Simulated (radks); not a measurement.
Problem. The selenium anion Se2-, [Kr], held by a Watson sphere: a shell of charge +2.44 at radius R that stands for the Madelung well of a crystal (potential energy -2.44/R inside, -2.44/r outside, in hartree with lengths in bohr). Calculated with a radial shooting solver on a logarithmic mesh with Libxc functionals: scalar-relativistic Kohn-Sham, r2SCAN, spin-polarised, spherical densities, finite nucleus; meta-GGA in the generalised Kohn-Sham scheme; Fermi nuclear charge, rms radius of each element as measured or else 0.836 A^(1/3) + 0.57 fm.

R (bohr)  e(3d) (eV)  e(4s) (eV)  e(4p) (eV)  <r> 4p (bohr)  sum of <r^2> (bohr^2)  X-ray form factor at sin(theta)/lambda = 0.1 1/angstrom
2.56         -55.572     -21.810     -11.269          2.309                  53.56                                                   32.673
2.59         -55.506     -21.698     -11.185          2.317                  53.87                                                   32.660
3.22         -54.302     -19.630      -9.486          2.474                  59.96                                                   32.407
3.85         -53.258     -18.040      -8.003          2.605                  65.49                                                   32.214
4.01         -53.010     -17.697      -7.666          2.634                  66.81                                                   32.174
4.82         -51.878     -16.246      -6.189          2.765                  73.17                                                   32.010
5.15         -51.474     -15.765      -5.685          2.811                  75.65                                                   31.960
5.29         -51.312     -15.577      -5.487          2.829                  76.68                                                   31.942

Estimate the row for R = 2.98 bohr.

Solution. e(3d) (eV) -54.732; e(4s) (eV) -20.354; e(4p) (eV) -10.112; <r> 4p (bohr) 2.418; sum of <r^2> (bohr^2) 57.70; X-ray form factor at sin(theta)/lambda = 0.1 1/angstrom 32.495.
